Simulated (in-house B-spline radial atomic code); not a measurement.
A run on an ion of nuclear charge 26 with 26.7 electrons that did not converge. Method: scalar-relativistic (X2C) PW91, spin-polarised, spherical fractional occupations, Fermi nucleus of rms radius 3.7377 fm; computed with a B-spline radial code for spherical atoms.

Command:
```bash
python run_scf.py task.json out
```
Settings (nuclear radius in fm, mass in u):
```
Z                26
configuration    [Ar] 3d6.7 4s2
hamiltonian      x2c
method           pw91,pw91
spin_polarised   True
nucleus          fermi
rms_radius       3.7377
atomic_mass      55.93494
speed_of_light   137.035999084
```

First and last ten iterations of the last attempt (damped for 15 steps, keeping 80 % of the old Fock matrix, then DIIS):
```
 iter        energy (Eh)    residual
    1       -1259.905177    3.94e-01
    2       -1260.574935    6.09e-01
    3       -1266.347557    4.19e-01
    4       -1269.652660    2.59e-01
    5       -1271.388981    1.48e-01
    6       -1272.210455    9.01e-02
    7       -1272.556807    6.27e-02
    8       -1272.689975    4.28e-02
    9       -1272.741460    2.85e-02
   10       -1272.764412    1.92e-02
  111       -1272.787847    5.51e-03
  112       -1271.926502    7.38e-02
  113       -1271.922618    7.40e-02
  114       -1271.237390    7.90e-02
  115       -1271.922375    7.40e-02
  116       -1271.922575    7.40e-02
  117       -1271.921932    7.40e-02
  118       -1271.921753    7.40e-02
  119       -1271.921798    7.40e-02
  120       -1271.925483    7.38e-02
 not converged after 120 iterations
```

The smallest residual met was 4.6e-03; the threshold is about 3e-07. No energy from this run should be used. The likely cause: this method binds the added charge weakly or not at all at the basis-set limit, so charge moves back and forth between the atom and the box. Cost of the run: 1.5 s on 1 thread of Intel(R) Xeon(R) 6975P-C (shared host).
